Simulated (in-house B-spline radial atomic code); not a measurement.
RPA and G0W0 on BLYP: the lead ion Pb³⁺

Configuration [Xe] 4f14 5d10 6s1, highest spin, mean-field start BLYP. Computed with a B-spline radial code for spherical atoms: all electrons, scalar-relativistic (spin-free one-electron X2C), finite nucleus, each spin shell either full or empty, empty states to l = 9 with an (l + 1/2)⁻⁴ tail; G0W0 by contour deformation at full frequency.

Without the two-electron picture change, the correlation of inner shells comes somewhat too large for so heavy an element.

RPA overbinds a lone outer s electron by self-correlation, and G0W0 tends to as well.

Command:
```bash
python run_gw.py task.json out
```
Settings (radii: box in bohr, nucleus in fm):
```
Z                        82
electrons                79
configuration            [Xe] 4f14 5d10 6s1
hamiltonian              x2c
method                   b88,lyp
lmax                     9
rms_radius               5.5012
spin_polarised           True
box_radius               14.14
intervals                68
ion_configuration        [Xe] 4f14 5d10
```

Run time, properties included: 24 s on 1 thread of Arm Neoverse N1 (shared host).

Energies (hartree):

```json
{"term": "mean-field total", "value": "-20885.42567"}
{"term": "Hartree-Fock functional on these orbitals", "value": "-20878.25424"}
{"term": "direct second order", "value": "-8.1829"}
{"term": "second-order exchange", "value": "2.0241"}
{"term": "SOSEX correction", "value": "1.9029"}
```

(1) What is the RPA correlation energy, and what remains with SOSEX?

Quasi-particle levels (eV):

| level | occupied | mean field | Σx - vxc | Σc | QP weight | G0W0 |
| --- | --- | --- | --- | --- | --- | --- |
| 6s up | yes | -37.90 | -3.24 | ? | ? | ? |
| 5d down | yes | -48.98 | -8.59 | 0.25 | 0.909 | -57.32 |
| 5d up | yes | -49.31 | -8.77 | 0.34 | 0.900 | -57.75 |
| 6s down | no | -37.08 | 7.61 | -3.04 | 0.947 | -32.51 |

G0W0 = mean field + (Σx - vxc) + Σc, with Σc (partial-wave tail included) taken at the quasi-particle energy. Only the outer levels were computed. Levels of low weight are left out.

(2) Where does G0W0 put 6s up?

(3) What does it cost to remove one electron (to [Xe] 4f14 5d10) by differences of total energies, each species on its own start (correlation terms add to the Hartree-Fock functional)?

Answers

(1) RPA gives -7.1778 hartree (-2.47 eV per electron); RPA + SOSEX gives -5.2749, and the second-order doubles -6.1588 hartree (no singles). SOSEX takes back 27 % of the RPA value.

(2) At -43.19 eV, with Σc = -2.05 eV and a quasi-particle weight of 0.957. The tabulated removal energy is 42.333 eV (NIST, measured); the calculation leaves out spin-orbit coupling, Breit and QED terms, and what these don't explain is the method's own error.

(3) BLYP 43.00 eV, Hartree-Fock functional 40.55 eV, + RPA 42.93 eV, + RPA + SOSEX 42.20 eV, + second order 43.57 eV. Tabulated: 42.333 eV (NIST, measured); the calculation leaves out spin-orbit coupling, Breit and QED terms, and what these don't explain is the method's own error.
